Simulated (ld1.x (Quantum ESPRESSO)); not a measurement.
## u(r) = r·R(r): atom against pseudo-atom (boron (B))

Columns: radius, all-electron u(r) and pseudo u(r) of the 2s shell (level -9.36 eV) of boron in the configuration [He] 2s2 2p1; PBEsol, scalar-relativistic, RRKJ scheme, ld1.x (Quantum ESPRESSO) 7.5.

```csv
r (bohr),all-electron,pseudo
0.190,0.3025,-0.0829
0.380,0.1163,-0.1729
0.570,-0.1521,-0.2793
0.760,-0.3841,-0.4113
0.950,-0.5538,-0.5547
1.140,-0.6619,-0.6619
1.330,-0.7179,-0.7179
1.520,-0.7341,-0.7341
1.710,-0.7219,-0.7219
1.900,-0.6906,-0.6906
2.090,-0.6473,-0.6473
2.280,-0.5975,-0.5975
2.470,-0.5449,-0.5449
2.660,-0.4922,-0.4922
2.850,-0.4411,-0.4411
3.040,-0.3928,-0.3928
3.230,-0.3479,-0.3479
3.420,-0.3068,-0.3068
3.610,-0.2696,-0.2696
3.800,-0.2361,-0.2361
3.990,-0.2064,-0.2064
4.180,-0.1799,-0.1799
4.370,-0.1567,-0.1567
4.560,-0.1362,-0.1362
4.750,-0.1182,-0.1182
4.940,-0.1025,-0.1025
```

**Question.** How many radial nodes do the two functions have?

**Answer.** The all-electron 2s function has n − l − 1 = 1; the pseudo-wave has 0, since the states of the same l below it are removed with the core.

**Question.** At about which radius was the pseudo-wave matched?

**Answer.** 1.10 bohr, where the columns begin to agree (steps of 0.19 bohr).

**Question.** Where does each function peak?

**Answer.** Outermost all-electron maximum near 1.52 bohr, pseudo maximum near 1.52 bohr (to the table’s step).

**Question.** Is the pseudo-wave norm-conserving?

**Answer.** Yes: the RRKJ scheme keeps the norm inside the radius equal to the all-electron one, which fixes the energy derivative of the logarithmic derivative at the level.
